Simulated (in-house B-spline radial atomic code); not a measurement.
Results of a calculation; reference values are marked as such.
**Correlation energy from the adiabatic connection: ω²r²/2 − Z/r, ω = 1.13, Z = 3**

Two electrons in a singlet, external potential ω²r²/2 − Z/r, ω = 1.13, Z = 3 (atomic units). Full CI in B-splines (partial waves to l = 8, correlation up to 0.6 % small) with the density held fixed gives W(λ) = <V_ee>_λ − U, and E_c is the integral of W(λ) − W(0) from 0 to 1.

```
   λ  W(λ) − W(0) (hartree)
   0                0.00000
0.02               -0.00186
0.05               -0.00462
0.12               -0.01099
0.25               -0.02252
 0.4               -0.03537
 0.6               -0.05178
 0.8               -0.06742
   1               -0.08233
```

Problem. Integrate the table by the trapezoid rule.

Solution. The strips give -0.00002, -0.00010, -0.00055, -0.00218, -0.00434, -0.00871, -0.01192, -0.01497, which sum to -0.04279 hartree. The direct value, W(1) − W(0) + T_c with T_c = 0.03950, is -0.04284; the curve is convex, so chords lie above it and the trapezoids fall short in size by 0.11 %.

Problem. Now use only three numbers: W(0) = -1.7801, the initial slope W'(0) = -0.09299 (extrapolated from the first points) and the strong-coupling limit of the point-charge-plus-continuum model, W∞ = -2.517. What do second-order theory and the interpolation W(λ) = W∞ + (W(0) − W∞)/√(1 + 2χλ) of Seidl, Perdew and Levy give?

Solution. Second order keeps the slope alone: E_c = W'(0)/2 = -0.04650, +9 % in size against -0.04284. Matching the slope fixes χ = W'(0)/(W∞ − W(0)) = -0.09299/(-0.73690) = 0.12619. Integrating, with s = √(1 + 2χ) = 1.119099, E_c = −(W(0) − W∞)(s − 1)/(s + 1) = −0.73690 × 0.119099/2.119099 = -0.04142 hartree, -3.3 % in size against the full result. At λ = 1 the formula gives W − W(0) = -0.07842 against -0.08233. Part of the miss can come from the model's W∞.
